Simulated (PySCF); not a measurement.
SbHBr2, SMILES [Br][SbH][Br]. Geometry optimised at PBE0-D3(BJ)/def2-SVP. The structure was generated by enumeration; whether it is a known compound was not checked. The def2 effective core potentials stand for the cores of Sb; spin–orbit coupling is left out.

Computed equilibrium geometry at PBE0-D3(BJ)/def2-SVP (PySCF confirms it by a frequency run) as Cartesian coordinates in Å, and its point group:
point group Cs.
```xyz
4

Sb     0.0363    -0.9249     0.0000
H     -1.6783    -1.0926     0.0000
Br    -0.0025     0.6895     1.9399
Br    -0.0025     0.6895    -1.9399
```
Charge 0, spin multiplicity 1.
